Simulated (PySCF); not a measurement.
## Telling isomers of C6H7N3 apart by NMR

Method: shieldings: GIAO PBE0/pcSseg-1, GFN2-xTB structure, in PySCF 2.14 (no relativistic terms, equivalent nuclei averaged, single conformer, isolated molecule).

Referencing at the same level of theory: ¹H, ¹³C vs TMS. Where no couplings were computed, multiplicities follow the n + 1 count of equivalent neighbours, and m marks all less simple cases (inequivalent or close neighbours, rings, F or P nearby). Shifts are as computed. Against solution values, carbons near 30 ppm lie about +3 ppm off and those near 130 ppm about +5 ppm. Of 1211 compounds with measured shifts, 218 miss one by over three times the rms of a fit or turn the order of signals round; such compounds aren't used in these exercises.

(1) Tabulate the signals of `C=Cc1cnnnc1C`, `C=Cc1cc(C)nnn1` and their relative energies.

(2) What is the quickest way to tell C=Cc1cnnnc1C from C=Cc1cc(C)nnn1?

## Answers

(1) 
```json
{"SMILES": "C=Cc1cnnnc1C", "carbon types": "2×C 2×CH 1×CH2 1×CH3", "δC": "157.9, 147.2, 138.6, 131.0, 130.8, 23.0", "δH": "9.10 (s, 1H), 7.08 (m, 1H), 6.42 (m, 1H), 6.06 (m, 1H), 2.89 (s, 3H)", "E rel. (kcal/mol)": "3.0"}
{"SMILES": "C=Cc1cc(C)nnn1", "carbon types": "2×C 2×CH 1×CH2 1×CH3", "δC": "163.2, 156.1, 139.8, 136.5, 120.6, 24.6", "δH": "8.27 (m, 1H), 6.81 (s, 1H), 6.81 (m, 1H), 6.34 (m, 1H), 2.88 (s, 3H)", "E rel. (kcal/mol)": "0.0"}
```

Energies are electronic energies at PBE0/pcSseg-1 on these geometries, without zero-point or thermal terms, each for the one conformer computed, which needn't be the lowest.

(2) Both give the same number of carbon signals, with the same numbers of each carbon type, so the positions decide. The first has a substituted aromatic carbon (C) at 130.8 ppm, the second an aromatic CH at 120.6 ppm. Their most deshielded carbons lie at 157.9 and 163.2 ppm. In the proton spectra the most deshielded non-exchanging signals are 9.10 (s, 1H) and 8.27 (m, 1H).
